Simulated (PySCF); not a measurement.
Simulation results for B2GeH6O

All values are calculated (PySCF 2.14.0). Calculation on a computer-drawn molecule: the log of a Hartree-Fock and frozen-core CCSD(T) single point meant for a local Hartree-Fock minimum, with one planted fault or none, to be diagnosed. Offsets are logged minus clean, where the clean run is the same molecule without the fault. The reference is restricted for singlets and unrestricted otherwise, and also for a bond in bohr or an excited solution. Adding or removing an electron swaps singlet and doublet. The excited solution moves the top pair (singlet) or top alpha electron (doublet) to the lowest empty orbital. Highest occupied and lowest empty are orbital energies over both spins, largest force is the largest gradient component, triples share is (T) over the correlation energy, the T1 limit is 0.02 restricted and 0.045 unrestricted, electrons count all cores, a negative frequency is imaginary (commonest isotopes), and the dipole is about the centre of nuclear charge; on germanium a core potential holds 10 electrons, which the energies leave out, and 3d is frozen in MP2 and coupled-cluster steps.

```yaml
- formula: B2GeH6O
  logged_structure:
    atoms_angstrom:
      - [B, -1.9233, 1.7035, 1.8945]
      - [B, -0.977, -0.2047, -0.5039]
      - [O, -1.0163, 0.006, -1.8419]
      - [Ge, -0.1627, -2.0845, 0.0443]
      - [H, -3.0271, 1.6189, 2.3664]
      - [H, -1.1562, 2.4514, 2.4423]
      - [H, -1.3768, 0.8402, -2.1043]
      - [H, 1.2803, -2.2214, -0.4665]
      - [H, -0.988, -3.2318, -0.5596]
      - [H, -0.1286, -2.3014, 1.568]
  given:
    meant_charge: 0
    meant_multiplicity: 1
    meant_basis: cc-pVDZ
    meant_basis_and_core_potential_on_germanium: "cc-pVDZ-PP ECP10MDF"
    logged_electrons: 56
    logged_basis_functions: 95
    logged_SCF_converged: "yes"
    logged_spin_squared: 0.8265
    "logged_highest_occupied [eV]": -8.421
    "logged_lowest_empty [eV]": 1.5029
    "logged_largest_force [hartree/bohr]": 0.016101
    logged_T1_diagnostic: 0.040027
    logged_D1_diagnostic: 0.19038
    logged_triples_share: 0.030156
    logged_CC_converged: "yes"
    "logged_dipole_magnitude [debye]": 2.1118
    logged_SCF_stable_within_its_kind: "yes"
    "logged_energy_HF [hartree]": -420.98716
    "logged_energy_CCSD(T) [hartree]": -421.48766
    possible_faults: "no fault, one electron removed, one electron added, multiplicity raised by two, geometry at a saddle point, SCF held on an excited solution, minimal basis STO-3G, one bond length entered in bohr, all coordinates scaled"
    drawn_bonds_atom: [1, 2, 2, 1, 1, 3, 4, 4, 4]
    drawn_bonds_other_atom: [2, 3, 4, 5, 6, 7, 8, 9, 10]
    drawn_bonds_order: [1, 1, 1, 1, 1, 1, 1, 1, 1]
  results:
    planted_fault: "one bond length entered in bohr, row 1 of the drawn bonds"
    "HF_energy_offset_from_clean_run [kcal/mol]": 73.59
    "CCSD(T)_energy_offset_from_clean_run [kcal/mol]": 83.51
```
